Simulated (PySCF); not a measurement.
`B[C@H]([AlH2])C(=C)C`, C₄H₁₀AlB

Molfile (atoms numbered from 1):
```
C4H10AlB
     RDKit          3D

 16 15  0  0  0  0  0  0  0  0999 V2000
    0.7327    1.9843   -0.9350 B   0  0  0  0  0  0  0  0  0  0  0  0
    0.3867    0.9851    0.1502 C   0  0  2  0  0  0  0  0  0  0  0  0
    1.2984   -1.1242    0.9119 Al  0  0  0  0  0  3  0  0  0  0  0  0
   -0.5751   -0.0129    0.1493 C   0  0  0  0  0  0  0  0  0  0  0  0
   -0.7023   -0.8653    1.3288 C   0  0  0  0  0  0  0  0  0  0  0  0
   -1.2546   -0.4756   -1.0885 C   0  0  0  0  0  0  0  0  0  0  0  0
    1.5608    2.7880   -0.7297 H   0  0  0  0  0  0  0  0  0  0  0  0
    0.1807    1.9989   -1.9682 H   0  0  0  0  0  0  0  0  0  0  0  0
    0.7889    1.1846    1.1585 H   0  0  0  0  0  0  0  0  0  0  0  0
    1.7053   -1.9492   -0.3303 H   0  0  0  0  0  0  0  0  0  0  0  0
    2.3706   -0.8047    1.9665 H   0  0  0  0  0  0  0  0  0  0  0  0
   -0.7135   -0.2937    2.2645 H   0  0  0  0  0  0  0  0  0  0  0  0
   -1.5474   -1.5502    1.3051 H   0  0  0  0  0  0  0  0  0  0  0  0
   -2.2974   -0.7206   -0.8946 H   0  0  0  0  0  0  0  0  0  0  0  0
   -0.7505   -1.3927   -1.4143 H   0  0  0  0  0  0  0  0  0  0  0  0
   -1.1907    0.2571   -1.8855 H   0  0  0  0  0  0  0  0  0  0  0  0
  1  2  1  0
  2  3  1  0
  2  4  1  0
  4  5  2  0
  4  6  1  0
  1  7  1  0
  1  8  1  0
  2  9  1  1
  3 10  1  0
  3 11  1  0
  5 12  1  0
  5 13  1  0
  6 14  1  0
  6 15  1  0
  6 16  1  0
M  END
```

The calculation used PySCF 2.14.0, GIAO wB97X/6-31G magnetisability, rotational g tensor and spin-rotation constants, non-relativistic, gas phase. Geometry: GFN2-xTB.

The bonding changed while the geometry was optimised; results refer to the coordinates, not to the name.

(1) Give the nuclear spin-rotation constants along the inertial axes (H = +C I·J) beside the isotropic shieldings.

Answers

(1) Rotational constants 3.5765, 2.5098, 1.8313 GHz. A star marks the isotopologue with that one atom substituted, in its own axes.
```
atom  isotope  Caa (kHz)  Cbb (kHz)  Ccc (kHz)  mean (kHz)  σ (ppm)
  B1      11B      1.209      0.865      0.296       0.790     59.4
 Al3     27Al      1.903      1.185      0.586       1.224    511.6
  H7       1H     -0.278      0.200     -0.174      -0.084     25.8
  H8       1H      0.016     -0.086     -0.107      -0.059     25.5
  H9       1H     -0.169     -0.130     -0.074      -0.124     26.9
 H10       1H     -0.318     -0.224      0.019      -0.174     29.5
 H11       1H     -0.222     -0.033     -0.150      -0.135     28.8
 H12       1H     -0.387     -0.241      0.020      -0.202     29.8
 H13       1H     -0.379      0.075     -0.222      -0.175     30.2
 H14       1H     -0.451      0.034     -0.188      -0.202     31.1
 H15       1H     -0.289     -0.284     -0.034      -0.203     30.8
 H16       1H      0.044     -0.259     -0.187      -0.134     30.0
  C2     13C*      0.990      0.659      0.357       0.669    101.4
  C4     13C*      1.487      1.125      0.485       1.032     14.3
  C5     13C*      0.375      0.491      0.298       0.388    160.2
  C6     13C*      0.448      0.307      0.214       0.323    181.4
```
For the geometry as given, no vibrational averaging.
